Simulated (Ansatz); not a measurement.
`C=CCCCCCCCCC[Si](Cl)(Cl)Cl` with charge -1. Total charge -1; doublet. Geometry PBE-D4/def2-SVP, that of the neutral singlet.

Cartesian coordinates in Å:
```
C 3.140 -1.213 -4.867
C 3.168 -0.740 -3.608
C 3.212 0.715 -3.231
C 1.943 1.224 -2.517
C 1.665 0.572 -1.159
C 0.437 1.142 -0.445
C 0.160 0.496 0.915
C -1.075 1.059 1.624
C -1.318 0.497 3.032
C -1.489 -1.027 3.119
C -2.621 -1.619 2.260
Si -4.365 -1.078 2.677
Cl -4.642 -1.065 4.732
Cl -4.828 0.813 1.957
Cl -5.716 -2.406 1.838
H 3.164 -0.532 -5.735
H 3.098 -2.292 -5.079
H 3.145 -1.465 -2.773
H 3.386 1.324 -4.144
H 4.086 0.893 -2.563
H 2.034 2.324 -2.377
H 1.067 1.072 -3.186
H 1.531 -0.525 -1.286
H 2.559 0.690 -0.504
H 0.561 2.241 -0.313
H -0.457 1.022 -1.098
H 0.051 -0.603 0.772
H 1.052 0.621 1.571
H -1.976 0.896 0.992
H -0.976 2.164 1.700
H -2.212 0.995 3.469
H -0.467 0.783 3.689
H -0.541 -1.528 2.827
H -1.662 -1.308 4.179
H -2.474 -1.412 1.177
H -2.642 -2.727 2.357
```

Single mean-field runs in def2-TZVP are fitted with def2-universal-jkfit. At PBE-D4/def2-TZVP, PBE0-D4/def2-TZVP, ωB97X-V/def2-TZVP the highest occupied level of the charge -1 doublet lies above zero (up to 2.30 eV). By energy differences it is unbound by 0.63 eV (vertical, against the charge 0 singlet, at PBE-D4/def2-TZVP) and held by the finite basis. At PBE-D4/def2-TZVP the gap within one spin of the charge -1 doublet nearly closes, so an electron or hole may be smeared out by delocalisation error.

(1) Estimate the α-spin orbital energies around the gap (eV) in Ansatz with PBE-D4/def2-TZVP, PBE0-D4/def2-TZVP, ωB97X-V/def2-TZVP.

Answers

(1) 
```csv
orbital,PBE-D4/def2-TZVP,PBE0-D4/def2-TZVP,ωB97X-V/def2-TZVP
HOMO−5,-4.48,-5.84,-7.34
HOMO−4,-4.45,-5.78,-6.76
HOMO−3,-4.24,-5.55,-6.72
HOMO−2,-4.16,-5.43,-6.57
HOMO−1,-2.87,-4.16,-6.39
HOMO,2.30,2.29,1.60
LUMO,2.32,2.67,3.88
LUMO+1,2.61,3.39,4.90
LUMO+2,2.99,3.79,5.14
LUMO+3,3.19,3.99,5.39
LUMO+4,3.23,4.13,5.59
LUMO+5,3.37,4.15,5.80
β HOMO,-2.54,-3.70,-6.28
β LUMO,2.58,3.38,3.88
```
